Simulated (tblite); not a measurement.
C4H5Cl3F2Si.
SMILES with atom numbers: `[F:1]/[CH:2]=[C:3](/[F:4])[C@H:5]([SiH3:6])[C:7]([Cl:8])([Cl:9])[Cl:10]` (hydrogens: H11 on C2; H12 on C5; H13, H14, H15 on Si6)

Computed with GFN2-xTB (tblite), gas phase: L-BFGS steps from a force-field or distance-geometry start until the largest atomic force falls under 0.01 eV/Å.

Step 15: E = -977.8440 eV
```
atom  x, y, z in Å  |  force x, y, z in eV/Å
F1      2.5249   -0.7159   -1.2720   -0.023   0.002  -0.006
C2      2.2257   -0.7941    0.0312   -0.081   0.001   0.002
C3      1.0150   -0.4802    0.4800    0.078  -0.005   0.007
F4      0.8262   -0.5762    1.8118   -0.072   0.032   0.000
C5     -0.1417    0.0185   -0.3165    0.070  -0.060  -0.006
Si6    -0.6499    1.8185    0.1906   -0.020   0.079   0.035
C7     -1.3256   -0.9220   -0.2686    0.012  -0.008   0.018
Cl8    -2.5498   -0.3651   -1.4260   -0.044  -0.016  -0.053
Cl9    -0.8448   -2.5894   -0.7361   -0.002   0.024   0.013
Cl10   -2.0976   -1.0030    1.3250    0.059  -0.037   0.013
H11     3.0516   -1.1333    0.6405   -0.083   0.054  -0.014
H12     0.1873    0.0411   -1.3588    0.042   0.017  -0.012
H13    -1.4656    2.3478   -0.8966    0.017  -0.006   0.006
H14     0.5981    2.5707    0.3128    0.035  -0.065  -0.025
H15    -1.3581    1.7905    1.4608    0.013  -0.012   0.022
```

Step 16: E = -977.8453 eV
```
atom  x, y, z in Å  |  force x, y, z in eV/Å
F1      2.5227   -0.7158   -1.2719   -0.019  -0.002  -0.016
C2      2.2228   -0.7937    0.0309   -0.053  -0.001  -0.003
C3      1.0130   -0.4806    0.4800    0.036   0.013   0.003
F4      0.8259   -0.5740    1.8122   -0.081   0.031  -0.006
C5     -0.1424    0.0170   -0.3185    0.043   0.001   0.018
Si6    -0.6496    1.8205    0.1924    0.002   0.035   0.011
C7     -1.3267   -0.9238   -0.2711    0.043  -0.003   0.058
Cl8    -2.5498   -0.3670   -1.4254   -0.065  -0.016  -0.066
Cl9    -0.8404   -2.5897   -0.7362   -0.013   0.014   0.003
Cl10   -2.0970   -1.0083    1.3267    0.071  -0.026  -0.023
H11     3.0468   -1.1302    0.6423   -0.046   0.039  -0.006
H12     0.1884    0.0423   -1.3612    0.026   0.007   0.021
H13    -1.4642    2.3513   -0.8957    0.021  -0.010   0.016
H14     0.6036    2.5667    0.3099    0.013  -0.069  -0.020
H15    -1.3576    1.7934    1.4635    0.021  -0.014   0.009
```

Step 17: E = -977.8465 eV
```
atom  x, y, z in Å  |  force x, y, z in eV/Å
F1      2.5203   -0.7159   -1.2720   -0.017  -0.005  -0.020
C2      2.2198   -0.7934    0.0303   -0.013  -0.003  -0.009
C3      1.0116   -0.4805    0.4802   -0.025   0.032   0.003
F4      0.8242   -0.5715    1.8126   -0.076   0.028  -0.009
C5     -0.1425    0.0157   -0.3198   -0.003   0.062   0.028
Si6    -0.6493    1.8226    0.1942    0.020  -0.018  -0.009
C7     -1.3268   -0.9257   -0.2722    0.053   0.008   0.061
Cl8    -2.5510   -0.3691   -1.4260   -0.057  -0.023  -0.053
Cl9    -0.8365   -2.5899   -0.7363   -0.020   0.004  -0.007
Cl10   -2.0953   -1.0135    1.3275    0.073  -0.014  -0.042
H11     3.0417   -1.1267    0.6440    0.000   0.020   0.005
H12     0.1895    0.0435   -1.3627    0.014  -0.001   0.044
H13    -1.4624    2.3544   -0.8945    0.018  -0.011   0.019
H14     0.6088    2.5618    0.3069    0.006  -0.063  -0.013
H15    -1.3565    1.7959    1.4659    0.027  -0.015   0.002
```

Step 18: E = -977.8477 eV
```
atom  x, y, z in Å  |  force x, y, z in eV/Å
F1      2.5177   -0.7162   -1.2725   -0.019  -0.009  -0.016
C2      2.2163   -0.7930    0.0295    0.023  -0.003  -0.008
C3      1.0098   -0.4797    0.4805   -0.072   0.048   0.005
F4      0.8210   -0.5683    1.8127   -0.063   0.024  -0.009
C5     -0.1428    0.0155   -0.3205   -0.047   0.096   0.026
Si6    -0.6485    1.8245    0.1959    0.029  -0.062  -0.021
C7     -1.3259   -0.9275   -0.2723    0.040   0.021   0.031
Cl8    -2.5535   -0.3720   -1.4276   -0.028  -0.034  -0.021
Cl9    -0.8326   -2.5899   -0.7368   -0.022  -0.003  -0.017
Cl10   -2.0924   -1.0195    1.3274    0.066   0.000  -0.044
H11     3.0365   -1.1226    0.6459    0.040   0.002   0.011
H12     0.1904    0.0447   -1.3634    0.003  -0.005   0.054
H13    -1.4602    2.3579   -0.8927    0.012  -0.010   0.016
H14     0.6145    2.5554    0.3035    0.007  -0.050  -0.005
H15    -1.3548    1.7986    1.4684    0.031  -0.016  -0.003
```

**Question.** Estimate the geometry and energy of step 19. (The exact step hangs on the optimiser's Hessian estimate; all steps are aligned on step 18, rigid shifts and turns removed.)

**Answer.** E = -977.8489 eV, largest force 0.114 eV/Å
```
atom  x, y, z in Å  |  force x, y, z in eV/Å
F1      2.5146   -0.7168   -1.2732   -0.022  -0.012  -0.002
C2      2.2124   -0.7926    0.0289    0.042   0.004   0.002
C3      1.0071   -0.4779    0.4807   -0.083   0.055   0.007
F4      0.8162   -0.5642    1.8126   -0.044   0.020  -0.006
C5     -0.1441    0.0169   -0.3209   -0.070   0.089   0.015
Si6    -0.6472    1.8259    0.1975    0.027  -0.079  -0.023
C7     -1.3245   -0.9291   -0.2717    0.008   0.029  -0.019
Cl8    -2.5567   -0.3762   -1.4298    0.008  -0.043   0.018
Cl9    -0.8284   -2.5899   -0.7379   -0.017  -0.004  -0.026
Cl10   -2.0880   -1.0266    1.3265    0.049   0.016  -0.029
H11     3.0315   -1.1181    0.6480    0.063  -0.013   0.008
H12     0.1912    0.0458   -1.3630   -0.009  -0.002   0.049
H13    -1.4574    2.3619   -0.8903    0.003  -0.008   0.011
H14     0.6211    2.5472    0.2996    0.010  -0.034   0.003
H15    -1.3521    1.8016    1.4711    0.034  -0.017  -0.008
```

The energy changes by -0.0013 eV. The first-order estimate −F·Δx gives -0.0017 eV and the mean of the old and new forces, exact on a quadratic surface, -0.0013 eV. The step makes an angle of 69° with the force vector and moves no atom by more than 0.011 Å.

What follows is the cost of the whole relaxation. Hardware: Arm Neoverse V2, one thread, shared host. Cost: 1.4 s wall.
